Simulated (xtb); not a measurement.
CH12OSi4, SMILES O[Si@H](C[SiH3])[SiH2][SiH3]. All values are semi-empirical tight-binding results from xtb (GFN2-xTB unless named), good for trends rather than for accurate numbers. The structure is a stationary point at GFN2-xTB. The structure was generated by enumeration; whether it is a known compound was not checked. One conformer was computed; it need not be the lowest.

Optimised geometry:

Bonds (Å): O1–Si2 1.632, O1–H7 0.954, Si2–C3 1.910, Si2–Si5 2.307, Si2–H8 1.478, C3–Si4 1.896, C3–H9 1.090, C3–H10 1.092, Si4–H11 1.467, Si4–H12 1.465, Si4–H13 1.467, Si5–Si6 2.314, Si5–H14 1.476, Si5–H15 1.474, Si6–H16 1.465, Si6–H17 1.467, Si6–H18 1.468. Bond angles (°): Si2–O1–H7 122.4, O1–Si2–C3 110.6, O1–Si2–Si5 103.5, O1–Si2–H8 107.6, C3–Si2–Si5 112.8, C3–Si2–H8 105.7, Si5–Si2–H8 116.5, Si2–C3–Si4 115.4, Si2–C3–H9 108.5, Si2–C3–H10 109.5, Si4–C3–H9 108.8, Si4–C3–H10 108.6, H9–C3–H10 105.7, C3–Si4–H11 109.8, C3–Si4–H12 109.9, C3–Si4–H13 109.9, H11–Si4–H12 109.7, H11–Si4–H13 108.0, H12–Si4–H13 109.5, Si2–Si5–Si6 114.7, Si2–Si5–H14 109.4, Si2–Si5–H15 111.6, Si6–Si5–H14 108.6, Si6–Si5–H15 109.3, H14–Si5–H15 102.7, Si5–Si6–H16 114.2, Si5–Si6–H17 113.4, Si5–Si6–H18 111.9, H16–Si6–H17 105.6, H16–Si6–H18 105.5, H17–Si6–H18 105.5.

```
Property                                          Value
----------------------------------------  -------------
orbital gap                                     3.90 eV
dipole moment                                    2.05 D
zero-point energy                         70.5 kcal/mol
G − E(el) at 298.15 K (modified RRHO)     45.7 kcal/mol
static polarisability (D4 model)            133.1 bohr³
solvation energy, GFN2-xTB/ALPB(water)    -3.5 kcal/mol
solvation energy, GFN2-xTB/ALPB(octanol)  -7.1 kcal/mol
```

Computed atomic charges and the Wiberg bond orders between heavy atoms:
charges (e) O1 -0.50, Si2 0.45, C3 -0.27, Si4 0.45, Si5 0.29, Si6 0.35, H7 0.30, H8 -0.11, H9 0.00, H10 0.01, H11 -0.11, H12 -0.12, H13 -0.12, H14 -0.13, H15 -0.11, H16 -0.12, H17 -0.13, H18 -0.13. Bond orders O1–Si2 1.18, Si2–C3 0.87, C3–Si4 0.94, Si2–Si5 0.81, Si5–Si6 0.86.
